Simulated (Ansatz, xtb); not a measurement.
## Isomers of C6H6N2O in order of energy

3 gas-phase structures of C6H6N2O, from a drawn sample of its isomers (lower ones may exist). Each was relaxed with GFN2-xTB:

A. `Cc1cnc(C=O)cn1`, a singlet
B. `Cc1cncc(C=O)n1`, a singlet
C. `Cc1nccnc1C=O`, a singlet

**Question.** Estimate their order in r2SCAN-D4/def2-SVP energy at these geometries, lowest first.

**Answer.** Calculated order at r2SCAN-D4/def2-SVP: C (0.0), A (0.0), B (0.5) kcal/mol. Less than 1 kcal/mol parts C and A; A and B, so the order within those pairs means little.

Energies above the lowest of each column, in kcal/mol; the last columns are at B3LYP/def2-SVP geometries:

| structure | GFN2-xTB | HF/STO-3G | r2SCAN-D4/def2-SVP | B3LYP/def2-SVP | CCSD(T)/def2-SVP + ΔMP2/def2-TZVPP |
| --- | --- | --- | --- | --- | --- |
| C | 0.0 | 1.3 | 0.0 | 0.6 | 0.5 |
| A | 0.2 | 0.0 | 0.0 | 0.0 | 0.0 |
| B | 0.6 | 0.1 | 0.5 | 0.4 | 0.2 |

Every level run on A puts it lowest or level with the lowest. CCSD(T)/def2-SVP + ΔMP2/def2-TZVPP orders those it was run on as A (0.0), B (0.2), C (0.5) kcal/mol. Less than 1 kcal/mol parts A and B; B and C, so the order within those pairs means little. Flexible structures stand in one conformer each, not always the lowest. ΔMP2 is the change of the MP2 energy from the smaller to the larger basis.

Programs: Ansatz 0.2.0, xtb 6.7.1.
